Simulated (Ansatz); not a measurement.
The cluster Ag3Pd⁺. Total charge 1; triplet. Geometry r2SCAN-D4/def2-SVP, that of the neutral doublet; atoms count from 1.

Cartesian coordinates in Å:
```
Pd -0.098 -1.292 -0.239
Ag -0.360 1.273 0.267
Ag 0.379 -0.414 2.208
Ag 0.079 0.433 -2.236
```

In the def2 sets Ag, Pd take a core potential; there is no spin–orbit coupling. At PBE0-D4/def2-TZVP a singlet of charge 1 lies 0.91 eV below the triplet at the same geometry. The structure comes from a short search, and lower isomers may exist.

Q: Estimate the Mulliken populations from the PBE0/def2-TZVP orbitals of Ansatz.

A: 
```json
{"atom": "Pd1", "charge (e)": "0.29", "spin (α − β)": "1.10", "d electrons": "8.98"}
{"atom": "Ag2", "charge (e)": "0.29", "spin (α − β)": "0.08", "d electrons": "9.91"}
{"atom": "Ag3", "charge (e)": "0.21", "spin (α − β)": "0.41", "d electrons": "9.92"}
{"atom": "Ag4", "charge (e)": "0.21", "spin (α − β)": "0.41", "d electrons": "9.92"}
```
Mulliken values and Mayer orders depend strongly on the basis.

Q: Where does the spin sit?

A: Summed by element: Pd 1.10, Ag 0.90, of 2 unpaired in all. Largest on single atoms: Pd1 1.10, Ag4 0.41, Ag3 0.41.

Q: And the Mayer bond orders between bonded heavy atoms (over 0.3)?

A: Pd1–Ag2 0.48 (2.63 Å); Pd1–Ag3 0.50 (2.64 Å); Pd1–Ag4 0.50 (2.64 Å); Ag2–Ag3 0.41 (2.68 Å); Ag2–Ag4 0.41 (2.68 Å).
